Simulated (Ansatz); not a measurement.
Geometry optimisation, RHF/def2-SVP in Ansatz 0.2.0.

The input (input.yaml):

```yaml
crystal:
  periodic: [false, false, false]
  atoms:
    - { symbol: Ta, position_ang: [-0.202424, -0.15803, -0.099845] }
    - { symbol: F, position_ang: [1.657393, -0.492337, -0.386694] }
    - { symbol: F, position_ang: [0.41524, 0.698674, 1.472532] }
    - { symbol: Cl, position_ang: [-0.475041, -0.599717, -2.420158] }
    - { symbol: O, position_ang: [-1.553037, 1.127086, -0.175229] }
    - { symbol: H, position_ang: [-1.900186, 1.987076, 0.007843] }
    - { symbol: O, position_ang: [-0.927088, -1.676462, 0.622436] }
    - { symbol: H, position_ang: [-1.488068, -2.320092, 1.027622] }
    - { symbol: "N", position_ang: [1.696505, 2.372589, -1.21845] }
    - { symbol: H, position_ang: [1.034639, 2.317301, -1.971442] }
    - { symbol: H, position_ang: [1.31917, 2.794543, -0.389915] }
    - { symbol: H, position_ang: [2.154097, 1.473469, -1.028799] }
basis:
  gaussian: { orbitals: def2-SVP }
hamiltonian:
  xc: hf
relax:
  f_tol: 0.03
  max_steps: 50
```

Command:

```bash
$ ansatz run input.yaml --threads 4 --pin off --max-ram 5120MiB --backend cpu --events-out ev --progress --plain --runs-dir out
```

Problem. Where does it end, and by what steps?

Solution. The forces met the threshold. After 25 steps the energy has fallen by 1.226 eV; N9 moved furthest, 0.73 Å. Joined: Ta1–N9 (3.36 → 2.36 Å).

```tsv
step	energy less start (eV)	largest force component (eV/Å)	accepted
0	0.0000	1.137	yes
1	-0.0143	1.207	yes
2	-0.0121	1.371	no
3	-0.0585	0.729	yes
4	-0.0986	0.432	yes
5	-0.1705	1.524	yes
6	-0.3757	2.711	yes
7	-0.9467	1.431	yes
8	-1.0031	2.397	yes
9	-1.1675	1.099	yes
10	-1.1844	0.552	yes
11	-1.1788	0.750	no
12	-1.1983	0.153	yes
13	-1.2082	0.138	yes
14	-1.2114	0.369	yes
15	-1.2136	0.477	yes
16	-1.1334	2.320	no
17	-1.2224	0.072	yes
18	-1.2132	0.914	no
19	-1.2248	0.051	yes
20	-1.2234	0.147	no
21	-1.2252	0.043	yes
22	-1.2257	0.031	yes
23	-1.2259	0.098	yes
24	-1.2261	0.037	yes
25	-1.2262	0.016	yes
```

```xyz
12
Properties=species:S:1:pos:R:3
Ta -0.066 0.088 -0.100
F 1.607 -0.787 -0.392
F 0.687 0.799 1.490
Cl -0.517 -0.309 -2.448
O -1.455 1.362 -0.069
H -2.173 1.879 -0.386
O -0.931 -1.384 0.616
H -1.156 -2.253 0.898
N 1.265 1.843 -0.951
H 0.979 2.161 -1.863
H 1.282 2.633 -0.324
H 2.208 1.492 -1.031
```

Whether the end is a true minimum wasn't checked by a vibrational analysis.

The run took 66 s on 4 threads of Arm Neoverse V1 (shared host), peak memory 0.42 GiB.
